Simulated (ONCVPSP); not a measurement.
**What one change does to a pseudopotential (technetium (Tc), ONCV)**

ONCVPSP 4.0.1 input, shortened (lines: element, Z, core and valence counts, functional; n l f; lmax; l rc ep ncon nbas qcut; lloc lpopt rc5 dvloc0; l nproj debl; icmod fcfact rcfact), PBE, scalar-relativistic:

```
  Tc 43.00    8    2        4      upf
    1    0    2.00
    2    0    2.00
    2    1    6.00
    3    0    2.00
    3    1    6.00
    3    2   10.00
    4    0    2.00
    4    1    6.00
    4    2    5.00
    5    0    2.00
    2
    0    2.25    0.00    5    9    2.50
    1    2.40    0.27    3    8    3.50
    2    2.15    0.00    4    9    5.90
    4    5    1.50    4.00
    0    2    2.40
    1    3    0.40
    2    3    1.30
    2    0.75    0.65
```

All-electron outer shells of the reference configuration (PBE, scalar-relativistic, ld1.x):

```json
{"shell": "4p", "level (eV)": "-45.34", "outermost node (bohr)": "0.51", "outermost maximum (bohr)": "1.03"}
{"shell": "4d", "level (eV)": "-6.66", "outermost node (bohr)": "0.50", "outermost maximum (bohr)": "1.27"}
{"shell": "5s", "level (eV)": "-5.04", "outermost node (bohr)": "1.28", "outermost maximum (bohr)": "2.72"}
```

Change: core correction polynomial model core, fcfact 0.65.

Cutoffs: the cutoffs (Ha) at which the residual kinetic energy of the hardest occupied pseudo-wave falls to 1 and 0.1 mHa per electron; they do not see the model core or the augmentation charge, which bear on the density cutoff. Errors are all-electron minus pseudo energies relative to the spin-unpolarised reference configuration.

What does the change do?

The potential gets neither clearly harder nor softer (33 Ha and 44 Ha → 33 Ha and 44 Ha); both files keep a bound ghost (p); of the 4 tests that both files solve, the error grows in 3 and shrinks in 0 by more than 15 % and 0.3 meV (median size 31.7 → 49.0 meV). A model core, the more so a compact one, raises the density cutoff, which this test does not measure.

| quantity | base | changed |
| --- | --- | --- |
| cutoff, loose | 33 Ha | 33 Ha |
| cutoff, tight | 44 Ha | 44 Ha |
| bound ghosts | p | p |
| GHOST(+) flags under 300 eV | s at 40.5 eV | s at 40.5 eV |
| error for 4d5 5s1, meV [ΔE 8.15 eV] | -1.6 | -6.4 |
| error for 4d5 5s0, meV [ΔE 23.01 eV] | -3.8 | -36 |
| error for 4d4 5s0, meV [ΔE 51.71 eV] | -72 | -124 |
| error for 4d4 5s2, meV [ΔE 11.64 eV] | -60 | -62 |
| s: phases at 2.28 bohr within 0.05 rad from the reference energy up to (Ha; the scan ends near 5) | 1.4 | 1.4 |
| p: phases at 2.43 bohr within 0.05 rad from the reference energy up to (Ha; the scan ends near 5) | 3.9 | 3.9 |
| d: phases at 2.18 bohr within 0.05 rad from the reference energy up to (Ha; the scan ends near 5) | to the end of the scan | to the end of the scan |
| rms error of d²Exc/dni dnj with the model core, mHa | 1.14 | 0.74 |

 A true bound ghost makes a file unfit for plane-wave use even where its test errors are small: the radial tests pick states by their node count and pass the ghost by.
